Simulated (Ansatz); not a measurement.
MnF2. Total charge 0; sextet. Geometry PBE0-D4/def2-TZVP, basis def2-TZVP, Ansatz.

```tsv
atom	x (Å)	y (Å)	z (Å)
Mn1	0.003	-0.002	-0.002
F2	-0.188	-1.256	1.262
F3	0.185	1.259	-1.260
```

```tsv
run	HOMO (eV)	LUMO (eV)
A	-11.15	-1.71
B	-6.80	-4.27
C	-7.37	-3.39
D	-8.42	-3.40
E	-6.72	-4.12
F	-9.10	-2.14
```

B3LYP takes the VWN-RPA correlation.

HOMO and LUMO are taken over both spins.

The runs used B3LYP, PBE, r2SCAN, r2SCAN0, revPBE, ωB97M-V. Estimate which is which.

A ωB97M-V (range-separated); B PBE (0 % exact exchange); C r2SCAN (0 % exact exchange); D B3LYP (20 % exact exchange); E revPBE (0 % exact exchange); F r2SCAN0 (25 % exact exchange). Exact exchange lowers occupied and raises empty levels; among semilocal functionals meta-GGAs tend to open the gap a little, and such runs are hard to tell apart. The gap grows from 2.53 eV (PBE) to 9.44 eV (ωB97M-V).
